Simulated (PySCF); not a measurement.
NMR data simulated for an unnamed compound:

1H NMR (600 MHz, computed): δ 7.70 (s, 2H), 5.24 (d, J = 3.6 Hz, 2H), 1.84 (t, J = 3.6 Hz, 1H).

13C{1H} NMR (computed): δ 139.3 (CH), 82.8 (C), 81.9 (CH), 45.7 (CH2).

PySCF 2.14.0 with density-fitted response routines calculation with spin–spin couplings from B3LYP/pcJ-1 (spin–dipole term only in couplings to heteroatoms), shieldings: GIAO PBE0/pcSseg-1 and geometry: GFN2-xTB; one computed conformer, averaged over atoms made equivalent by symmetry, fast rotation or ring inversion, in vacuum, relativity neglected.

Scale: 1H, 13C vs TMS (reference shieldings calculated alike).

Question: Which of these does the molecule contain: a three-membered ring, an ester, a heteroaromatic ring, a vinyl group CH=CH2, a C≡C triple bond?

Answer: 
- A three-membered ring: no.
- An ester: no.
- A heteroaromatic ring: yes.
- A vinyl group CH=CH2: no.
- A C≡C triple bond: yes (δC 81.9, 82.8; δH 1.84 (t)).

The data belong to SMILES C(C#C)n1nccn1, C5H5N3; they needn't prove each group on their own.

Carbon signals by region: 1 in the sp2 and nitrile region (100–160 ppm), 2 at 50–100 ppm, 1 below 50 ppm.

Multiplet labels drop couplings under 1 Hz and merge nearly equal ones. Shifts are as computed. Against solution values, carbons near 30 ppm lie about +3 ppm off and those near 130 ppm about +5 ppm. Of 1211 compounds with measured shifts, 218 miss one by over three times the rms of a fit or turn the order of signals round; such compounds aren't used in these exercises.
